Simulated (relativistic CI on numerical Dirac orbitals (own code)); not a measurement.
Computed by Dirac-Coulomb-Breit CI, orbitals from a KLI potential per configuration, QED by a radiative potential, unscaled Slater integrals (own radial code, finite nucleus).

The strongest absorption lines from the ground level of an ion, among the configurations computed and to levels below about 2210 eV (vacuum wavelength in nm, gf): 0.82585 (0.07), 0.84051 (0.062), 1.1678 (0.18), 1.2225 (0.2), 6.2340 (1), 12.698 (0.24).

Q: Which ion is it?
A. W43+
B. W47+
C. Pb53+
D. W45+

A: D. W45+ has 29 electrons and the ground level 3d10 4s 2S_1/2; the strongest line goes to 3d10 4p 2P°_3/2. The pattern of lines fixes the number of electrons, and along that sequence the line energies rise steadily with the charge (about as its square where n changes within one kind of shell, about linearly where n is kept but much faster in heavy ions where fine structure, which grows about as Z⁴, sets the gap, and irregularly where shells cross), which fixes Z. Configurations outside the model, such as inner-shell arrays, can give stronger lines. At this charge energies of transitions that change n are usually good to better than 1 %, and those within a shell (Δn = 0) to a few per cent.

LS names give the leading component of a level, which can be under half, so a name can repeat, a term be missing and a line seem to break the LS rules.
